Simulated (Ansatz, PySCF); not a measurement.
GeH6OSi, SMILES [SiH2](O)[GeH3]. Atoms are numbered in the order given.

```xyz
9

Si    -1.2727    -0.2348    -0.1140
O     -1.7765     1.1209    -0.9577
Ge     1.0699    -0.1530     0.2396
H     -1.9577    -0.3552     1.2105
H     -1.6397    -1.4065    -0.9513
H     -1.5418     1.9758    -0.5831
H      1.4431     1.1478     0.9767
H      1.8311    -0.1665    -1.0963
H      1.5572    -1.3373     1.0918
```

Geometry optimised at ωB97X-D3(BJ)/def2-SVP. Other conformers were not sampled.

Two levels are set side by side: PBE-D3(BJ)/def2-SVP (Ansatz, a program for electronic structure) and ωB97X-D3(BJ)/def2-SVP (PySCF). Each level has its own optimised geometry; the coordinates shown are those of the second. Frequencies come from the Hessian of PySCF at each geometry. Differences are taken from unrounded values.

```json
[
 {"quantity": "mean bond length (Å)", "ωB97X-D3(BJ)": "1.576"},
 {"quantity": "bond Si1–O2 (Å)", "ωB97X-D3(BJ)": "1.674"},
 {"quantity": "bond Si1–Ge3 (Å)", "ωB97X-D3(BJ)": "2.370"},
 {"quantity": "bond Si1–H4 (Å)", "ωB97X-D3(BJ)": "1.496"},
 {"quantity": "bond Si1–H5 (Å)", "ωB97X-D3(BJ)": "1.486"},
 {"quantity": "bond O2–H6 (Å)", "ωB97X-D3(BJ)": "0.962"},
 {"quantity": "bond Ge3–H7 (Å)", "ωB97X-D3(BJ)": "1.541"},
 {"quantity": "bond Ge3–H8 (Å)", "ωB97X-D3(BJ)": "1.538"},
 {"quantity": "bond Ge3–H9 (Å)", "ωB97X-D3(BJ)": "1.538"},
 {"quantity": "highest harmonic wavenumber (cm⁻¹)", "ωB97X-D3(BJ)": "3935"},
 {"quantity": "mean harmonic wavenumber (cm⁻¹)", "ωB97X-D3(BJ)": "1151"},
 {"quantity": "zero-point energy (kcal/mol)", "ωB97X-D3(BJ)": "34.56"}
]
```

Task: What does PBE-D3(BJ) give, and how far is it from ωB97X-D3(BJ)? (An estimate is asked for; the answer gives what the named calculation found.)

Result: 
```json
[
 {"quantity": "mean bond length (Å)", "PBE-D3(BJ)": "1.591", "PBE-D3(BJ) minus ωB97X-D3(BJ)": "0.016"},
 {"quantity": "bond Si1–O2 (Å)", "PBE-D3(BJ)": "1.689", "PBE-D3(BJ) minus ωB97X-D3(BJ)": "0.014"},
 {"quantity": "bond Si1–Ge3 (Å)", "PBE-D3(BJ)": "2.398", "PBE-D3(BJ) minus ωB97X-D3(BJ)": "0.027"},
 {"quantity": "bond Si1–H4 (Å)", "PBE-D3(BJ)": "1.511", "PBE-D3(BJ) minus ωB97X-D3(BJ)": "0.015"},
 {"quantity": "bond Si1–H5 (Å)", "PBE-D3(BJ)": "1.500", "PBE-D3(BJ) minus ωB97X-D3(BJ)": "0.014"},
 {"quantity": "bond O2–H6 (Å)", "PBE-D3(BJ)": "0.973", "PBE-D3(BJ) minus ωB97X-D3(BJ)": "0.011"},
 {"quantity": "bond Ge3–H7 (Å)", "PBE-D3(BJ)": "1.556", "PBE-D3(BJ) minus ωB97X-D3(BJ)": "0.015"},
 {"quantity": "bond Ge3–H8 (Å)", "PBE-D3(BJ)": "1.552", "PBE-D3(BJ) minus ωB97X-D3(BJ)": "0.015"},
 {"quantity": "bond Ge3–H9 (Å)", "PBE-D3(BJ)": "1.553", "PBE-D3(BJ) minus ωB97X-D3(BJ)": "0.015"},
 {"quantity": "highest harmonic wavenumber (cm⁻¹)", "PBE-D3(BJ)": "3763", "PBE-D3(BJ) minus ωB97X-D3(BJ)": "-173"},
 {"quantity": "mean harmonic wavenumber (cm⁻¹)", "PBE-D3(BJ)": "1096", "PBE-D3(BJ) minus ωB97X-D3(BJ)": "-55"},
 {"quantity": "zero-point energy (kcal/mol)", "PBE-D3(BJ)": "32.91", "PBE-D3(BJ) minus ωB97X-D3(BJ)": "-1.65"}
]
```

GGA bonds tend to be longer and softer than those of functionals with exact exchange. Differences between two approximate levels are no errors against the true value.
